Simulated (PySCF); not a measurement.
BeFHS, SMILES [F][Be][SH].

Geometry optimised at r2SCAN-D4/def2-TZVP. The values are those of a single conformer.

Computed with C-PCM-ωB97X/def2-SVP (PySCF 2.14.0).

The values are the electrostatic part of the solvation free energy, E(continuum) − E(gas) at the gas-phase geometry, in a cavity of scaled van der Waals radii (PySCF's table); cavitation and dispersion terms are not included. A continuum can't describe solvent molecules that bind to the metal. In vacuum the orbital gap is 11.66 eV. The dipole moment in vacuum is 1.06 D.

### Question
Estimate the values in water (ε = 78.36), benzene (ε = 2.27), ethanol (ε = 24.85). (Estimate from the structure and the level; the computed values follow.)

### Answer

| solvent | ε | ΔG(elec) (kcal/mol) | dipole (D) | gap (eV) |
|---|---|---|---|---|
| water | 78.36 | -8.5 | 1.32 | 11.95 |
| benzene | 2.27 | -4.5 | 1.18 | 11.81 |
| ethanol | 24.85 | -8.2 | 1.31 | 11.94 |
